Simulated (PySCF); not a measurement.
H6N3Si2 (doublet state).
Cartesian coordinates in Å at the GFN2-xTB level; atoms count from 1:
```xyz
11
H6N3Si2 angstrom
N      2.1503   -0.3896   -0.5774
Si     0.5568    0.1515   -0.9572
N     -0.6277   -1.0083   -0.3739
Si    -1.5432    0.1048    0.5898
N     -0.2764    1.2215    0.1764
H      2.3212   -0.6974    0.3719
H      2.9410    0.1259   -0.9262
H     -0.8499   -1.9345   -0.6873
H     -1.5523   -0.2367    2.0092
H     -2.8637    0.4461    0.0670
H     -0.2508    2.2195    0.2816
```

The hyperfine couplings belong to this conformer and change with its torsions.

The species is `N[Si]1N[SiH2]N1` [radical].

The calculation used PySCF, UKS B3LYP, pcH-1 on H N Si, non-relativistic, mean-field spin-orbit, GIAO. Geometry: GFN2-xTB, one conformer, isolated molecule. A GFN2-xTB geometry isn't a minimum of the functional, and hyperfine couplings can be far from their values at a DFT geometry, by a factor of two or more for some ions and for spin on atoms past the first row. The SCF solution wasn't tested for stability.

Problem. What is the g tensor, term by term?

Solution. 
```json
{"Δg (ppm)": "relativistic mass correction", "1": "-169", "2": "-169", "3": "-169"}
{"Δg (ppm)": "gauge correction", "1": "71", "2": "20", "3": "96"}
{"Δg (ppm)": "orbital Zeeman/spin–orbit", "1": "-1558", "2": "-331", "3": "148"}
{"Δg (ppm)": "total", "1": "-1656", "2": "-479", "3": "75"}
```

So g = 2.00066, 2.00184, 2.00239 and g_iso = 2.00163; the tensor is rhombic: the two nearest values differ by 32 % of g3 − g1. 

Problem. What are the electron Larmor frequencies g μB B/h along the three axes at 1200 mT?

Solution. 33.6021, 33.6219, 33.6312 GHz for g1, g2 and g3, a range of 29.1 MHz.

Problem. What effective moment and Curie constant follow for a powder?

Solution. With the mean of g² = 4.0065 and S(S+1) = 0.75: μ_eff = √(⟨g²⟩S(S+1)) = 1.733 μB and χT = 0.12505·⟨g²⟩·S(S+1) = 0.376 cm³ K/mol (cgs; spin-Hamiltonian part alone).

Problem. In a frozen sample, at which fields do the three g values resonate at 9.5, 34, 94 and 263 GHz (hyperfine left aside), and which band first spreads them over more than twice a line width of 0.3 mT?

Solution. 
| band | GHz | B(g3) mT | B(g2) mT | B(g1) mT | spread mT |
| --- | --- | --- | --- | --- | --- |
| X | 9.5 | 338.97 | 339.06 | 339.26 | 0.29 |
| Q | 34.0 | 1213.16 | 1213.50 | 1214.21 | 1.05 |
| W | 94.0 | 3354.03 | 3354.96 | 3356.93 | 2.90 |
| J | 263.0 | 9384.14 | 9386.74 | 9392.26 | 8.12 |

The spread grows in proportion to the frequency. Q band is the first where it exceeds 0.6 mT.

Largest spin populations (Mulliken): Si2 (+0.77), N5 (+0.08) and N3 (+0.06). No atom but Si2 exceeds +0.15. The angles at Si2 add up to 311.4°, so it is pyramidal.

The HOMO–LUMO gaps are 5.38 eV among the α and 4.07 eV among the β orbitals.
